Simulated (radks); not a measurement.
Pt4+, 74 electrons, occupied as [Xe] 4f14 5d6. Method: scalar-relativistic Kohn-Sham, PBE, spin-polarised, spherical densities, finite nucleus; open shells are filled with parallel spins first (spin-orbit coupling, left out, can overturn this in heavy ions); Fermi nuclear charge, rms radius 5.427 fm; computed with a radial shooting solver on a logarithmic mesh with Libxc functionals.

Normalised radial functions P(r) = r R(r), r in bohr:

r         5d down
0.001564   0.0000
0.002103   0.0001
0.002804   0.0001
0.00377    0.0003
0.005069   0.0006
0.006815   0.0014
0.009163   0.0030
0.01232    0.0065
0.01656    0.0137
0.02227    0.0279
0.02994    0.0542
0.03993    0.0976
0.05368    0.1638
0.07218    0.2436
0.09704    0.3025
0.1305     0.2759
0.1754     0.1027
0.2358    -0.1913
0.3171    -0.4314
0.4263    -0.3857
0.5686    -0.0069
0.7644     0.5233
1.028      0.8834
1.382      0.8988
1.858      0.6468
2.498      0.3308
3.358      0.1102
4.515      0.0206
6.07       0.0018

5d down: eigenvalue -50.816 eV, 2 radial nodes at r = 0.196, 0.571 bohr, <r> = 1.44 bohr, 90 % of the charge inside 2.16 bohr.
